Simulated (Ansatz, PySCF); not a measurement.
NbOCl, SMILES [Cl][Nb]=[O] (connectivity only; charge and spin as stated), neutral, multiplicity 3. Atoms are numbered in the order given.

```xyz
3

Nb     0.6651    -0.4560     0.0000
O     -0.4273    -1.7480     0.0000
Cl    -0.3033     1.6402     0.0000
```
Charge 0, spin multiplicity 3.

Coordinates come from a r2SCAN-D4/def2-TZVP optimisation. The multiplicity is an assumed one; other spin states were not compared. The def2 effective core potentials stand for the cores of Nb; spin–orbit coupling is left out.

Two levels are set side by side: PBE-D3(BJ)/def2-TZVP (Ansatz, a program for electronic structure) and r2SCAN-D4/def2-TZVP (Ansatz). Each level has its own optimised geometry; the coordinates shown are those of the second. Frequencies come from the Hessian of PySCF at each geometry. Differences are taken from unrounded values.

```json
[
 {"quantity": "mean bond length (Å)", "r2SCAN-D4": "2.000", "PBE-D3(BJ)": "2.004", "PBE-D3(BJ) minus r2SCAN-D4": "0.004"},
 {"quantity": "bond Nb1–O2 (Å)", "r2SCAN-D4": "1.692", "PBE-D3(BJ)": "1.699", "PBE-D3(BJ) minus r2SCAN-D4": "0.007"},
 {"quantity": "bond Nb1–Cl3 (Å)", "r2SCAN-D4": "2.309", "PBE-D3(BJ)": "2.309", "PBE-D3(BJ) minus r2SCAN-D4": "0.000"},
 {"quantity": "highest harmonic wavenumber (cm⁻¹)", "r2SCAN-D4": "1015", "PBE-D3(BJ)": "991", "PBE-D3(BJ) minus r2SCAN-D4": "-24"},
 {"quantity": "mean harmonic wavenumber (cm⁻¹)", "r2SCAN-D4": "528", "PBE-D3(BJ)": "517", "PBE-D3(BJ) minus r2SCAN-D4": "-10"},
 {"quantity": "zero-point energy (kcal/mol)", "r2SCAN-D4": "2.26", "PBE-D3(BJ)": "2.22", "PBE-D3(BJ) minus r2SCAN-D4": "-0.04"}
]
```
